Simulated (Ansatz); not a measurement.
Start from `OB(O)[TeH]` and change one atom or group to get `OB(O)CI`.

Ansatz, PBE0-D4/def2-TZVP geometries, multiplicity 1. Each molecule was computed in one conformer, which needn't be the lowest.

Elements past krypton have def2 core potentials.

| property | `OB(O)[TeH]` |
| --- | --- |
| HOMO–LUMO gap (B3LYP/def2-TZVPP) / eV | 5.32 |
| size of the dipole moment (PBE/def2-TZVPP) / D | 1.12 |
| HOMO energy (ωB97M-V/def2-TZVPP) / eV | -8.76 |
| LUMO energy (B3LYP/def2-TZVPP) / eV | -1.14 |
| ideal-gas entropy at 298 K and 1 bar (rigid rotor, harmonic PBE0-D4/def2-TZVP) / J/(mol·K) | 329 |
| HOMO energy (PBE/def2-TZVPP) / eV | -5.61 |

(1) Give the same properties after the change, and the shifts. (Estimate.)

## Answers

(1) Ansatz gave: 
```json
{"property": "HOMO–LUMO gap (B3LYP/def2-TZVPP) / eV", "`OB(O)CI`": "5.60", "shift": "0.28"}
{"property": "size of the dipole moment (PBE/def2-TZVPP) / D", "`OB(O)CI`": "3.20", "shift": "2.08"}
{"property": "HOMO energy (ωB97M-V/def2-TZVPP) / eV", "`OB(O)CI`": "-9.24", "shift": "-0.48"}
{"property": "LUMO energy (B3LYP/def2-TZVPP) / eV", "`OB(O)CI`": "-1.25", "shift": "-0.11"}
{"property": "ideal-gas entropy at 298 K and 1 bar (rigid rotor, harmonic PBE0-D4/def2-TZVP) / J/(mol·K)", "`OB(O)CI`": "346", "shift": "17"}
{"property": "HOMO energy (PBE/def2-TZVPP) / eV", "`OB(O)CI`": "-5.94", "shift": "-0.33"}
```

With PBE0 the HOMO falls by 0.41 eV and the LUMO falls by 0.14 eV, so the gap widens by about 0.27 eV. PBE moves the HOMO by -0.33 eV and ωB97M-V by -0.48 eV. The zero-point energy changes by 55.5 kJ/mol with +6 modes. Dipoles are sizes alone; their direction can turn. Modes under 60 cm⁻¹, often nearly free rotors, make the harmonic entropy too high.

B3LYP here is the variant with VWN-RPA as its local correlation; programs differ in this.

Spin–orbit coupling is left out; it splits and shifts lone-pair levels of the heavy atoms by tenths of an eV.
